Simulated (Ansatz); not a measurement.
Input for Ansatz (development build ahead of 0.2.0):

```yaml
crystal:
  periodic: [false, false, false]
  atoms:
    - { symbol: V, position_ang: [0.0, 0.0, 0.0] }
    - { symbol: F, position_ang: [0.0, 0.0, 3.762] }
basis:
  gaussian: { orbitals: pcseg-2 }
magnetization:
  initial_magnetization: 2
hamiltonian:
  xc: pbe
```

The input is written out in the form of the current development build from the run's settings.

The run gave:

```
Converged                       : yes
Total energy                    : -1043.35914 hartree
Spin squared of the determinant : 2.000
Stability test                  : minimum among restricted orbitals
```

Caution: stretched shape with no unrestricted run beside it, a lower state can exist.
